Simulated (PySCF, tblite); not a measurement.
Isomers of C6H10O2P2. Method: GFN2-xTB as coded in tblite; computed harmonic values from a numerical Hessian at the method's own geometry, unscaled. Errors from tens to a few hundred cm⁻¹ against measured bands are possible. Modes of hydrogen on phosphorus can be 10 to 20 % off. One conformer each.

Electronic energies: PBE0/pcSseg-1 single points on the GFN2-xTB geometries (PySCF, gas phase).

```
                 SMILES  electronic energy, lowest = 0 (kcal/mol)
       COC(=O)PC#CP(C)C                                      13.3
       C#CCP(CP)C(=O)OC                                      28.7
COC1=CC=C(C)[P@@]1(=O)P                                       0.0
```

**Question.** How do GFN2-xTB zero-point energies change the relative energies?

**Answer.** 
```tsv
SMILES	ZPE (kcal/mol)	of it from modes above 1550 cm⁻¹	electronic (kcal/mol)	with ZPE, lowest = 0 (kcal/mol)	lowest mode (cm⁻¹)	rings
COC1=CC=C(C)[P@@]1(=O)P	90.9	45.6	0.0	0.0	67	1
COC(=O)PC#CP(C)C	89.9	47.6	13.3	12.3	5	0
C#CCP(CP)C(=O)OC	88.5	46.8	28.7	26.2	43	0
```

The zero-point energies span 2.4 kcal/mol, from `C#CCP(CP)C(=O)OC` to `COC1=CC=C(C)[P@@]1(=O)P`. The order is unchanged.

**Question.** And how do the electronic energies of GFN2-xTB itself compare?

**Answer.** `COC1=CC=C(C)[P@@]1(=O)P` 0.0; `COC(=O)PC#CP(C)C` 57.0; `C#CCP(CP)C(=O)OC` 62.1 kcal/mol, lowest = 0. Against the energies above, taken from the same isomer `COC1=CC=C(C)[P@@]1(=O)P`, the largest difference is 43.7 kcal/mol.
